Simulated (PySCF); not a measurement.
Species: CH10O2Si3.
Structure used (PBE0-D3(BJ)/def2-SVP), in Å, numbered top down from 1:
```
atom  x, y, z in Å
C1     0.0864   -2.2979   -0.5830
Si2    0.0871   -1.0047    0.7507
O3    -1.3093   -0.1201    0.6677
Si4   -2.1667    1.1644    0.0810
O5     1.3900   -0.0047    0.5543
Si6    2.0380    1.3989   -0.0349
H7     0.0009   -1.8292   -1.5759
H8     1.0158   -2.8874   -0.5604
H9    -0.7626   -2.9873   -0.4560
H10    0.1657   -1.5892    2.1139
H11   -2.8270    1.8829    1.2083
H12   -3.2087    0.6841   -0.8740
H13   -1.2544    2.1088   -0.6368
H14    1.4467    2.5810    0.6609
H15    3.5100    1.3742    0.1971
H16    1.7724    1.5237   -1.5011
```

Computed with PySCF at PBE0/def2-SVPD, non-relativistic, on one gas-phase PBE0-D3(BJ)/def2-SVP geometry that isn't relaxed in the solvent. The solvent is an IEF-PCM continuum (Bondi radii, 1.10 Å for H, scaled by 1.2), and excitations are vertical TDDFT with non-equilibrium linear response and a frozen core. Only the electrostatic response of the medium enters.

Gas-phase singlets (H = HOMO, L = LUMO):

```csv
state,E (eV),λ (nm),f,leading configurations
S1,7.002,177,0.001,H→L 94%
S2,7.302,170,0.000,"H-1→L 62%, H→L+1 20%, H-2→L 13%"
S3,7.361,168,0.004,"H-2→L 33%, H-1→L 31%, H→L+1 30%"
S4,7.707,161,0.006,"H-1→L+1 57%, H-3→L 35%"
S5,7.765,160,0.000,"H-2→L 47%, H→L+1 43%"
```

Question: What are the lowest 5 singlets in chloroform (ε = 4.711)?

Answer: 
```tsv
state	E (eV)	λ (nm)	f	leading configurations	change by rank (eV)
S1	6.995	177	0.001	H→L 94%	-0.007
S2	7.306	170	0.000	H-1→L 47%, H→L+1 30%, H-2→L 18%	+0.004
S3	7.365	168	0.005	H-1→L 45%, H-2→L 25%, H→L+1 24%	+0.004
S4	7.709	161	0.008	H-1→L+1 56%, H-3→L 35%	+0.002
S5	7.758	160	0.000	H-2→L 49%, H→L+1 39%	-0.007
```

Question: How do the frontier levels move from gas to chloroform?

Answer: 
| orbital | gas (eV) | solvent (eV) | change (eV) | Löwdin shares, gas | Löwdin shares, solvent |
| --- | --- | --- | --- | --- | --- |
| LUMO+2 | 0.58 | 0.66 | +0.08 | Si4 23 %, Si6 22 %, H13 8 %, H16 7 % | Si4 24 %, Si6 22 %, H13 8 %, H16 7 % |
| LUMO+1 | 0.43 | 0.50 | +0.07 | Si6 19 %, Si4 18 %, O5 8 %, O3 8 % | Si6 19 %, Si4 18 %, O5 8 %, O3 8 % |
| LUMO | -0.09 | -0.02 | +0.07 | Si4 19 %, Si6 16 %, Si2 11 %, O3 6 % | Si4 19 %, Si6 17 %, Si2 11 %, O3 7 % |
| HOMO | -8.26 | -8.18 | +0.08 | C1 18 %, O5 16 %, O3 15 %, Si2 15 % | C1 19 %, O5 15 %, Si2 15 %, O3 15 % |
| HOMO-1 | -8.71 | -8.66 | +0.05 | O3 21 %, O5 21 %, Si6 13 %, Si4 12 % | O3 21 %, O5 20 %, Si6 13 %, Si4 12 % |
| HOMO-2 | -8.92 | -8.87 | +0.05 | O3 18 %, O5 18 %, Si6 13 %, Si4 13 % | O5 18 %, O3 18 %, Si6 14 %, Si4 13 % |
| HOMO-3 | -9.38 | -9.33 | +0.05 | Si4 16 %, Si6 15 %, H13 13 %, O3 13 % | Si4 16 %, Si6 15 %, H13 13 %, O5 12 % |

The HOMO–LUMO gap goes from 8.16 to 8.16 eV.
